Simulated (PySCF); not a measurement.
SMILES c1cc(sc1C#N)C(O)=O (C₆H₃NO₂S), GFN2-xTB optimised geometry.

```
13

N     -2.23    -3.70     0.00
C     -1.56    -2.77     0.00
C     -0.72    -1.65     0.00
C      0.66    -1.65     0.00
C      1.19    -0.36     0.00
C      0.21     0.62     0.00
C      0.43     2.06     0.00
O      1.51     2.59     0.00
O     -0.73     2.74     0.00
S     -1.38    -0.05     0.00
H      1.24    -2.55     0.00
H      2.23    -0.12     0.00
H     -0.56     3.70     0.00
```

Density from PBE/def2-TZVP (PySCF) at that geometry.

Minimum of the electron density along straight lines between bonded atoms, close to the bond critical point (lines longer than 1.1 times the sum of covalent radii, or with two minima, are not listed):

```
bond    length / Å  ρ at the minimum / e bohr⁻³  ∇²ρ there / e bohr⁻⁵  position (fraction from the first atom)
------  ----------  ---------------------------  --------------------  ---------------------------------------
N1–C2        1.147                        0.498                 -0.15                                     0.65
C2–C3        1.399                        0.300                 -0.85                                     0.52
C3–C4        1.378                        0.318                 -0.89                                     0.52
C4–C5        1.397                        0.310                 -0.87                                     0.50
C5–C6        1.375                        0.321                 -0.91                                     0.49
C6–C7        1.461                        0.281                 -0.77                                     0.50
C7–O8        1.204                        0.431                 -0.26                                     0.34
C7–O9        1.342                        0.310                 -0.69                                     0.35
C3–S10       1.731                        0.209                 -0.40                                     0.49
C6–S10       1.725                        0.213                 -0.41                                     0.48
C4–H11       1.075                        0.288                 -1.03                                     0.65
C5–H12       1.075                        0.289                 -1.04                                     0.65
O9–H13       0.970                        0.352                 -2.39                                     0.81
```
